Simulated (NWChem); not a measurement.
System: C2H6BeO; SMILES [CH3][Be][O]C

The following NWChem deck was run.

```
start job
memory heap 200 mb stack 900 mb global 1100 mb
geometry units angstroms noautosym nocenter noautoz
  Be    -0.406368     0.291046     0.505392
  C     -1.365826     0.962740     1.706653
  H     -1.541042     0.257055     2.537442
  H     -2.358923     1.261826     1.328759
  H     -0.908849     1.865500     2.148144
  O      0.392910    -0.270913    -0.491803
  C      1.176578    -0.829339    -1.470162
  H      1.517199    -0.068780    -2.195597
  H      2.075685    -1.307378    -1.041471
  H      0.624622    -1.602911    -2.034012
end
basis spherical
  * library def2-svpd
end
dft
  xc b3lyp
  iterations 150
end
tddft
  cis
  nroots 6
  notriplet
end
task tddft energy
```

The geometry was optimised at PBE0/def2-SVP.

Vertical excitations in the gas phase.

### Question
Give the results of this calculation. (B3LYP/def2-SVPD, TDA.) Quantities: lowest excitation, singlet (eV); oscillator strength of that lowest state; lowest state with f > 0.02, singlet (eV); oscillator strength of that bright state; orbital gap (eV).

### Answer
```json
{
 "lowest excitation, singlet (eV)": "7.01",
 "oscillator_strength_of_that_lowest_state": "0.001",
 "lowest state with f > 0.02, singlet (eV)": "7.19",
 "oscillator_strength_of_that_bright_state": "0.099",
 "orbital gap (eV)": "7.99"
}
```
